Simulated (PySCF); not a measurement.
CH₅N₃OSi, SMILES N[SiH](N)OC#N.

Coordinates come from a PBE0-D3(BJ)/def2-SVP optimisation. The structure was generated by enumeration, and PubChem lists no compound with its InChIKey, so it may never have been made. The values are those of a single conformer.

Calculation: SMD-PBE0/def2-SVP in PySCF.

Solvation free energies are E(SMD) − E(gas) at the gas-phase geometry, for 1 M in both phases. In vacuum the dipole moment is 6.07 D.

Problem. Rank water, methanol, acetonitrile by solvation free energy, most negative first.

Solution. acetonitrile (-8.1 kcal/mol), methanol (-7.1 kcal/mol), water (-5.3 kcal/mol)
